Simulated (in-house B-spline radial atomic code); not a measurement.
The outermost shell (largest non-relativistic mean radius) with and without relativity; Dirac values are averaged over j. Computed with a B-spline radial code for spherical atoms: non-relativistic Hartree-Fock and Dirac-Hartree-Fock, averages of the configuration (point nuclei without relativity, finite nuclei with it).

| ion | configuration | outermost shell | radius non-relativistic (bohr) | radius Dirac (bohr) | radius change (%) | level non-relativistic (eV) | level Dirac (eV) | spin-orbit splitting (eV) |
| --- | --- | --- | --- | --- | --- | --- | --- | --- |
| Re2+ | [Xe] 4f14 5d5 | 5d | 1.7325 | 1.7672 | 2.0015 | -27.530 | -26.521 | 0.90843 |
| Os2+ | [Xe] 4f14 5d6 | 5d | 1.6519 | 1.6826 | 1.8579 | -29.331 | -28.27 | 1.1072 |
| Ir2+ | [Xe] 4f14 5d7 | 5d | 1.5805 | 1.6079 | 1.7358 | -31.128 | -30.013 | 1.3233 |
| Pt2+ | [Xe] 4f14 5d8 | 5d | 1.5166 | 1.5413 | 1.63 | -32.926 | -31.756 | 1.5575 |
| Au2+ | [Xe] 4f14 5d9 | 5d | 1.4588 | 1.4813 | 1.5371 | -34.728 | -33.502 | 1.8106 |
| Hg2+ | [Xe] 4f14 5d10 | ? | ? | ? | ? | ? | ? | ? |
| Tl2+ | [Xe] 4f14 5d10 6s1 | ? | ? | ? | ? | ? | ? | ? |
| Pb2+ | [Xe] 4f14 5d10 6s2 | 6s | 2.5062 | 2.2338 | -10.869 | -26.317 | -30.173 | - |
| Bi2+ | [Xe] 4f14 5d10 6s2 6p1 | 6p | 2.7399 | 2.6428 | -3.5461 | -22.757 | -23.291 | 2.6119 |

**Question.** Fill in the row of Hg2+.

**Answer.** outermost shell: 5d; radius non-relativistic (bohr): 1.4066; radius Dirac (bohr): 1.427; radius change (%): 1.4539; level non-relativistic (eV): -36.538; level Dirac (eV): -35.253; spin-orbit splitting (eV): 2.0836.

**Question.** Fill in the row of Tl2+.

**Answer.** outermost shell: 6s; radius non-relativistic (bohr): 2.638; radius Dirac (bohr): 2.3402; radius change (%): -11.289; level non-relativistic (eV): -24.633; level Dirac (eV): -28.415.

**Question.** Which member changes most?

**Answer.** Thallium (Tl2+): its 6s shell contracts by 11.3 %.
